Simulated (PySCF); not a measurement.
Species: C7H6F4.
SMILES with atom numbers: `[CH2:1]=[CH:2][CH2:3]/[C:4](=[CH:5]/[F:6])[C:7]([F:8])=[C:9]([F:10])[F:11]` (hydrogens: H12, H13 on C1; H14 on C2; H15, H16 on C3; H17 on C5)

Method: PBE0-D3(BJ)/def2-SVP geometry optimisation, gas phase in PySCF; density fitting, grid level 1; the optimiser is geomeTRIC in internal coordinates, started from a GFN2-xTB structure with every atom displaced at random (about 0.01 Å).

Step 1: E = -18189.3279 eV
```
atom  x, y, z in Å  |  force x, y, z in eV/Å
C1     -2.2521   -1.3796    0.3582   -0.028  -0.179  -0.336
C2     -1.7398   -0.1629    0.1883    0.008   0.121   0.067
C3     -0.8674    0.2610   -0.9565    0.146   0.056   0.098
C4      0.5254    0.6144   -0.4797    0.030   0.170   0.013
C5      0.9362    1.8917   -0.4391   -0.114  -0.217  -0.068
F6      2.1460    2.2585   -0.0456   -0.039  -0.028   0.018
C7      1.3897   -0.4851   -0.0581    0.055  -0.062   0.037
F8      1.4131   -1.5532   -0.8690    0.037  -0.017   0.022
C9      2.1182   -0.5261    1.0642   -0.275   0.278  -0.181
F10     2.0774    0.4237    1.9635    0.142  -0.036   0.031
F11     2.9321   -1.4874    1.3918    0.065  -0.181   0.069
H12    -2.0874   -2.1744   -0.3856    0.008   0.117   0.177
H13    -2.8835   -1.6191    1.2138   -0.019  -0.038   0.104
H14    -1.9304    0.6112    0.9437    0.016  -0.026  -0.012
H15    -0.8000   -0.5486   -1.7019   -0.018   0.070  -0.002
H16    -1.3022    1.1467   -1.4510   -0.003  -0.073  -0.035
H17     0.3054    2.7354   -0.7307   -0.010   0.046  -0.002
```

Step 2: E = -18189.3342 eV
```
atom  x, y, z in Å  |  force x, y, z in eV/Å
C1     -2.2403   -1.3862    0.3241   -0.061  -0.011   0.118
C2     -1.7514   -0.1532    0.1944    0.040  -0.142  -0.120
C3     -0.8733    0.2757   -0.9443    0.059   0.048   0.029
C4      0.5173    0.6225   -0.4719   -0.038   0.076  -0.085
C5      0.9261    1.8969   -0.4552    0.020  -0.106   0.081
F6      2.1326    2.2516   -0.0434    0.071   0.132  -0.052
C7      1.3696   -0.4813   -0.0351   -0.066   0.206   0.039
F8      1.3439   -1.5812   -0.8022   -0.047  -0.003   0.081
C9      2.1251   -0.5093    1.0674    0.142  -0.025   0.154
F10     2.2311    0.4602    1.9397   -0.201   0.023  -0.178
F11     2.8623   -1.5303    1.4087    0.102  -0.217  -0.036
H12    -2.0333   -2.1676   -0.4154    0.008   0.049   0.006
H13    -2.8627   -1.6641    1.1785   -0.010  -0.011   0.006
H14    -1.9562    0.6058    0.9601   -0.007  -0.023  -0.018
H15    -0.8061   -0.5319   -1.6898   -0.037   0.011  -0.019
H16    -1.3075    1.1551   -1.4476    0.006  -0.003  -0.020
H17     0.3037    2.7433   -0.7615    0.019  -0.007   0.013
```

Step 3: E = -18189.3414 eV
```
atom  x, y, z in Å  |  force x, y, z in eV/Å
C1     -2.2317   -1.4003    0.3272    0.072   0.065   0.074
C2     -1.7435   -0.1674    0.1846   -0.026  -0.020   0.034
C3     -0.8649    0.2873   -0.9451   -0.050  -0.072  -0.010
C4      0.5218    0.6382   -0.4694    0.208  -0.032   0.045
C5      0.9369    1.9094   -0.4550   -0.123   0.257  -0.062
F6      2.1401    2.3046   -0.0690    0.027  -0.178   0.015
C7      1.3600   -0.4750   -0.0291   -0.073   0.034  -0.036
F8      1.2911   -1.5839   -0.7795   -0.031  -0.040   0.017
C9      2.1186   -0.5235    1.0693    0.082  -0.043   0.123
F10     2.2413    0.4608    1.9207   -0.036  -0.016  -0.028
F11     2.8179   -1.5711    1.4236    0.002   0.046  -0.046
H12    -2.0122   -2.1836   -0.4023   -0.011  -0.052  -0.068
H13    -2.8467   -1.6780    1.1888    0.015   0.035  -0.051
H14    -1.9545    0.5875    0.9512   -0.021   0.024   0.015
H15    -0.7921   -0.5111   -1.6990    0.004  -0.009  -0.042
H16    -1.3055    1.1644   -1.4459   -0.013   0.022   0.020
H17     0.3043    2.7473   -0.7645   -0.024  -0.021   0.002
```

**Question.** Estimate the geometry and energy of step 4. (The exact step hangs on the optimiser's Hessian estimate; all steps are aligned on step 3, rigid shifts and turns removed.)

**Answer.** E = -18189.3397 eV, largest force 0.235 eV/Å
```
atom  x, y, z in Å  |  force x, y, z in eV/Å
C1     -2.2132   -1.4130    0.3242    0.040   0.027   0.008
C2     -1.7396   -0.1745    0.1887   -0.025   0.023   0.029
C3     -0.8707    0.2954   -0.9420   -0.038  -0.042  -0.010
C4      0.5177    0.6500   -0.4705   -0.119  -0.078  -0.018
C5      0.9430    1.9182   -0.4616    0.112  -0.146  -0.009
F6      2.1711    2.2413   -0.0867    0.016   0.208   0.013
C7      1.3454   -0.4678   -0.0234   -0.022  -0.121  -0.041
F8      1.2486   -1.5885   -0.7531   -0.007  -0.027  -0.056
C9      2.1096   -0.5175    1.0719   -0.062   0.066  -0.041
F10     2.2110    0.4843    1.9039    0.161  -0.086   0.148
F11     2.8185   -1.5584    1.4302   -0.082   0.175   0.000
H12    -1.9934   -2.1857   -0.4178   -0.005  -0.042  -0.030
H13    -2.8259   -1.7024    1.1825    0.009   0.016  -0.021
H14    -1.9567    0.5731    0.9612   -0.010   0.015   0.009
H15    -0.7984   -0.4972   -1.7030    0.012   0.007  -0.024
H16    -1.3192    1.1732   -1.4351   -0.012   0.021   0.029
H17     0.3331    2.7754   -0.7630    0.032  -0.014   0.013
```

The energy changes by +0.0016 eV. The first-order estimate −F·Δx gives -0.0163 eV and the mean of the old and new forces, exact on a quadratic surface, +0.0020 eV. The step makes an angle of 75° with the force vector and moves no atom by more than 0.073 Å. The energy falls at the start of this step and ends higher, so the step passed the lowest point of its straight line.

The cost below is that of the whole optimisation. On one thread, Arm Neoverse V1 (aarch64) (shared host), this took 3.7 min of wall time and 0.87 GiB of memory at its peak.
